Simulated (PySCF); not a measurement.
Input of a response calculation (the driver script's job line, then coordinates in Å):

```
{"job": {"kind": "uv", "xc": "wB97X-D", "basis": "def2-SVPD", "nstates": 8, "ntriplets": 3}, "charge": 0, "multiplicity": 1}
F     -2.717257    -0.513348     0.629577
C     -1.449389    -0.816367     0.998910
F     -1.165521    -0.009748     2.054324
C     -0.490586    -0.559416    -0.149548
O      0.767647    -1.106208     0.195985
Si     1.957561    -0.062936     0.549070
F      3.208062    -0.430776    -0.366485
O      1.326414     1.353908     0.038322
Si    -0.219014     1.337090    -0.479335
H     -1.430812    -1.853886     1.365110
H     -0.868769    -1.118822    -1.010978
H      2.330296     0.017319     1.932530
H     -0.245631     1.594677    -1.911399
H     -1.003679     2.168040     0.411776
```

Output:

```
coarse grid: 13952 points
cycle   1  E = -1107.2145363784  dE =  1.570e+00  |g| = 1.204e+00  |ddm| = 5.372e+00
cycle   2  E = -1107.1387980919  dE =  7.574e-02  |g| = 1.425e+00  |ddm| = 3.549e+00
cycle   3  E = -1107.4849246586  dE = -3.461e-01  |g| = 6.925e-02  |ddm| = 1.649e+00
cycle   4  E = -1107.4857778038  dE = -8.531e-04  |g| = 3.940e-02  |ddm| = 1.941e-01
cycle   5  E = -1107.4860570903  dE = -2.793e-04  |g| = 1.329e-02  |ddm| = 6.687e-02
cycle   6  E = -1107.4860888475  dE = -3.176e-05  |g| = 2.451e-03  |ddm| = 2.939e-02
cycle   7  E = -1107.4860902965  dE = -1.449e-06  |g| = 8.246e-04  |ddm| = 6.796e-03
final grid: 130360 points
cycle   8  E = -1107.6406265802  dE = -1.275e-04  |g| = 9.342e-03  |ddm| = 1.959e-01
cycle   9  E = -1107.6406270141  dE = -4.339e-07  |g| = 1.027e-02  |ddm| = 2.982e-02
cycle  10  E = -1107.6406424194  dE = -1.541e-05  |g| = 6.069e-04  |ddm| = 6.988e-03
cycle  11  E = -1107.6406425256  dE = -1.062e-07  |g| = 3.711e-04  |ddm| = 2.853e-03
cycle  12  E = -1107.6406425573  dE = -3.175e-08  |g| = 7.080e-05  |ddm| = 8.360e-04
cycle  13  E = -1107.6406425585  dE = -1.218e-09  |g| = 3.724e-05  |ddm| = 1.945e-04
cycle  14  E = -1107.6406425589  dE = -3.386e-10  |g| = 7.295e-06  |ddm| = 7.353e-05
converged SCF energy = -1107.6406425589

Static polarisability (au): isotropic 72.551, principal 66.161 73.490 78.003

Singlet excitations
state   eV       nm        f      main configurations
  1   7.4203    167.1   0.02241   H->L 0.91
  2   7.8606    157.7   0.00515   H-1->L 0.66, H-2->L 0.27
  3   8.2900    149.6   0.00484   H-2->L 0.58, H-1->L 0.23
  4   8.6219    143.8   0.01008   H->L+1 0.75, H->L+2 0.09
  5   8.7540    141.6   0.03071   H->L+2 0.44, H->L+5 0.15
  6   8.9567    138.4   0.01230   H-1->L+1 0.24, H->L+3 0.14, H-1->L+3 0.11
  7   9.0245    137.4   0.10040   H-1->L+1 0.26, H->L+3 0.24, H->L+4 0.19
  8   9.1882    134.9   0.04554   H-1->L+2 0.29, H-1->L+3 0.29

Triplet excitations (Tamm-Dancoff, eV): 6.9605 7.5093 7.9588
```

Level of theory: PySCF, TDDFT wB97X-D/def2-SVPD, vertical, gas phase, core orbitals frozen in the response. Isolated species at its GFN2-xTB geometry (one conformer only).

Question: What is the gap between the lowest singlet and the lowest triplet?

Answer: 7.4203 − 6.9605 = 0.4598 eV (full response against Tamm–Dancoff).

Question: What is the polarisability anisotropy, √(½[(α1 − α2)² + (α2 − α3)² + (α3 − α1)²])?

Answer: 10.35 au.

Question: What transition dipole goes with state 7?

Answer: |μ|² = 3f / (2ΔE) = 3 × 0.1004 / (2 × 0.3316) = 0.454 au, so |μ| = 1.71 D.

Question: Give the mean polarisability in Å³.

Answer: 72.55 au × 0.148185 = 10.75 Å³.

Question: Give the energy of state 6 in hartree, cm⁻¹ and kJ/mol.

Answer: 0.32915 hartree, 72241 cm⁻¹, 864.2 kJ/mol.

Question: Write the structure that the coordinates describe.

Answer: `FC(F)[C@@H]1O[Si@@H](F)O[SiH2]1` (C2H5F3O2Si2), point group C1.

The SCF starts on a coarse grid; the energy jumps when the final grid takes over, and dE counts afresh there. H and L stand for HOMO and LUMO.

wB97X-D is run here without its empirical dispersion term; that term would change no orbital, density or response property at a fixed geometry.
